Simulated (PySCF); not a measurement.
CH₈N₂O₂Si, SMILES CN[Si](N)(O)O.

Coordinates come from a B3LYP-D3(BJ)/def2-SVP optimisation. This is a generated structure with no PubChem entry under its InChIKey; it may be hypothetical. The values are those of a single conformer.

These are PySCF with PBE0/def2-TZVP values and carry that method's errors.

Gas-phase values at a fixed geometry.

Computed frontier levels, gap, dipole moment and polarisability:
```yaml
highest_occupied_level: -6.71 eV
lowest_empty_level: 0.66 eV
orbital_gap: 7.37 eV
dipole_moment: 1.69 D
quadrupole, principal values (traceless, Buckingham form, about the centre of nuclear charge): -3.77, 0.55, 3.22 D·Å
mean_static_polarisability: 57.3 bohr³ (8.49 Å³)
polarisability_principal_values: 51.9, 55.2, 64.9 bohr³
```
